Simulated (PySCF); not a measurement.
C₄H₁₂N₂Si.
Cartesian coordinates in Å at the PBE0-D3(BJ)/def2-SVP level; atoms count from 1:
```xyz
19
C4H12N2Si angstrom
C      2.526   -0.373   -0.376
N      1.318   -1.031   -0.800
C      0.150   -0.669   -0.025
C     -1.095   -1.446   -0.472
C     -2.336   -0.804    0.140
N     -2.164    0.634    0.022
Si    -0.506    1.140   -0.033
H      2.791   -0.695    0.645
H      2.465    0.740   -0.356
H      3.362   -0.651   -1.034
H      1.142   -0.835   -1.784
H      0.357   -0.926    1.033
H     -1.169   -1.380   -1.573
H     -1.012   -2.514   -0.216
H     -2.443   -1.135    1.195
H     -3.243   -1.144   -0.388
H     -2.968    1.207    0.241
H     -0.078    1.989    1.129
H     -0.132    1.897   -1.276
```

All values: PBE0/pcSseg-1 and CAM-B3LYP/def2-SVPD (PySCF, non-relativistic), on one gas-phase PBE0-D3(BJ)/def2-SVP geometry that isn't relaxed in the solvent. The solvent is an IEF-PCM continuum (Bondi radii, 1.10 Å for H, scaled by 1.2). Specific hydrogen bonds and non-electrostatic terms are outside this model.

Gas phase at PBE0/pcSseg-1: HOMO -5.97 eV, LUMO 0.72 eV, dipole 0.71 D.

Question: What does the continuum do to the energy, the frontier levels and the dipole at PBE0/pcSseg-1 in chloroform and dichloromethane?

Answer: 
```csv
solvent,ε,E(solvent) − E(gas) (kJ/mol),polarisation term (kJ/mol),distortion of the solute (kJ/mol),HOMO (eV),LUMO (eV),dipole (D)
chloroform,4.711,-13.32,-14.14,0.82,-5.98,0.79,0.87
dichloromethane,8.93,-16.14,-17.34,1.20,-5.99,0.80,0.90
```

The first energy column is the sum of the next two and covers electrostatics alone. From chloroform to dichloromethane the lowering changes by a factor 1.21, Onsager's factor (ε − 1)/(2ε + 1) by 1.18 and ε itself by 1.9.

Question: Give the dipole vector in the frame of the coordinates (D, pointing from negative to positive charge), gas and dichloromethane.

Answer: Gas (-0.69, 0.17, 0.10), solvent (-0.86, 0.24, 0.13). Its length changes by +27 % and its direction by 2°.

Question: Which IAO charges (PBE0/pcSseg-1) respond most in chloroform (means over atoms taken as equivalent)?

Answer: 
| atoms | environment | gas (e) | solvent (e) | change |
| --- | --- | --- | --- | --- |
| N2 | secondary amine nitrogen | -0.397 | -0.412 | -0.015 |
| H17 | N–H hydrogen | +0.256 | +0.265 | +0.009 |
| H11 | N–H hydrogen | +0.236 | +0.245 | +0.009 |
| N6 | silicon-bound nitrogen | -0.677 | -0.683 | -0.006 |
| H18 | Si–H hydrogen | -0.149 | -0.154 | -0.005 |
| H19 | Si–H hydrogen | -0.155 | -0.160 | -0.005 |
| H16 | methylene hydrogen | +0.133 | +0.136 | +0.003 |
| H12 | methine hydrogen | +0.131 | +0.135 | +0.004 |
| C1 | N-methyl carbon | -0.294 | -0.297 | -0.003 |
| C4 | ring CH2 carbon | -0.249 | -0.252 | -0.003 |
| H13 | methylene hydrogen | +0.126 | +0.128 | +0.002 |
| Si7 | SiH2 silicon | +0.805 | +0.807 | +0.002 |

Gas phase at CAM-B3LYP/def2-SVPD: HOMO -7.40 eV, LUMO 1.23 eV, dipole 0.79 D.

Question: What does the continuum do to the energy, the frontier levels and the dipole at CAM-B3LYP/def2-SVPD in chloroform?

Answer: 
```tsv
solvent	ε	E(solvent) − E(gas) (kJ/mol)	polarisation term (kJ/mol)	distortion of the solute (kJ/mol)	HOMO (eV)	LUMO (eV)	dipole (D)
chloroform	4.711	-13.19	-14.33	1.14	-7.40	1.35	1.00
```

Question: How does the static polarisability (CAM-B3LYP/def2-SVPD, frozen core, with the continuum's full static response) change?

Answer: 
```csv
medium,isotropic (au),principal values (au),⟨r²⟩ of the electrons (bohr²)
gas,89.7,"77.4, 92.4, 99.4",1056.5
chloroform,111.8,"99.4, 115.5, 120.5",1056.3
```

The isotropic value in chloroform is 1.25 times the gas-phase one; no cavity-field correction is applied. ⟨r²⟩ is taken about the centre of nuclear charge.
